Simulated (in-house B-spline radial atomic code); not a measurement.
Results of a calculation; reference values are marked as such.
## Softness against transferability: the 3p channel of K

K, [Ar] 4s1, non-relativistic PBE, spherical and spin-unpolarised, from a B-spline radial code for spherical atoms (atomic units). The all-electron 3p level is ε = -0.692624 hartree, its outermost node lies just inside 0.46 bohr and its outer maximum at 1.16 bohr.

Troullier-Martins pseudo-orbitals are made for several radii. The cutoffs (hartree) are the plane-wave energies beyond which the orbital holds less than the named kinetic energy per electron. The phase error is the difference, pseudo minus all-electron, of arctan(R P'/P) at R = 1.92 bohr for all radii, half a hartree below and above the level.

```tsv
r_c (bohr)	V_l(0) (hartree)	cutoff for 10 mEh	for 1 mEh	for 0.1 mEh	phase error at ε − 0.5 (mrad)	at ε + 0.5 (mrad)
0.87	-23.64	58.3	77.9	171	-1.5	-1.1
1.01	-6.81	8.82	43.8	87.1	-1.1	-0.7
1.16	-3.20	8.65	22.3	31	-0.8	-0.5
1.31	-3.26	8.65	21.8	30.1	-0.9	-0.6
1.46	-3.78	8.49	17.3	26.2	-1.2	-0.8
1.62	-4.18	8.65	11.5	22.3	-1.8	-1.2
```

(1) Which radius needs the lowest cutoff for 0.1 mEh while both phase errors stay within 1.3 mrad?

(2) What does the larger radius buy, and what does it cost?

Answers

(1) The radii within that limit are 1.01, 1.16, 1.31, 1.46 bohr; of these r_c = 1.46 needs the least, 26.2 hartree, that is 52.4 Ry or 713 eV.

(2) From r_c = 0.87 to 1.62 bohr the cutoff for 1 mEh goes from 77.9 to 11.5 hartree, a factor of 6.77, against 3.47 for a pure 1/r_c² scaling, end to end; step by step it is 77.9, 43.8, 22.3, 21.8, 17.3, 11.5, and for 0.1 mEh 171, 87.1, 31, 30.1, 26.2, 22.3; the number of plane waves goes as the cutoff to the power 3/2, here a factor of 17.6. The larger of the two phase errors is least at r_c = 1.16 bohr, 0.8 mrad; it is 1.5 at the smallest radius and 1.8 at the largest. These errors test the reference atom alone. Large radii also let the cores of neighbours overlap, which an atom doesn't show.
